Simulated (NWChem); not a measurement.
System: C2H8Si; SMILES C[SiH2]C

```xyz
11

Si     0.0000     0.0000    -0.5402
C     -1.5619     0.0000     0.5274
C      1.5619     0.0000     0.5274
H      0.0000     1.2162    -1.4340
H      0.0000    -1.2162    -1.4340
H     -1.5949    -0.8970     1.1790
H     -2.4758     0.0000    -0.1003
H     -1.5949     0.8970     1.1790
H      2.4758     0.0000    -0.1003
H      1.5949    -0.8970     1.1790
H      1.5949     0.8970     1.1790
```
Atoms are numbered in this order, from 1.

Geometry: optimised at PBE-D3(BJ)/def2-SVP.

 Unshifted, non-relativistic core excitations; the lowest 4 roots alone, so stronger bands may lie above.

**Question.** List the first Si K-edge excitations from BHandHLYP/6-311G** (spherical d), restricted-window TDA (NWChem).

**Answer.** 
```json
[
 {"state": "S1", "energy (eV)": "1824.2", "dipole oscillator strength": "0.0031", "leading excitation (squared amplitude)": "1s of atom 1 or its equivalents → LUMO+1 (0.83)"},
 {"state": "S2", "energy (eV)": "1824.2", "dipole oscillator strength": "0.0042", "leading excitation (squared amplitude)": "1s of atom 1 or its equivalents → LUMO (0.56)"},
 {"state": "S3", "energy (eV)": "1824.6", "dipole oscillator strength": "0.0066", "leading excitation (squared amplitude)": "1s of atom 1 or its equivalents → LUMO+5 (0.71)"},
 {"state": "S4", "energy (eV)": "1825.2", "dipole oscillator strength": "0.0000", "leading excitation (squared amplitude)": "1s of atom 1 or its equivalents → LUMO+2 (0.36)"}
]
```
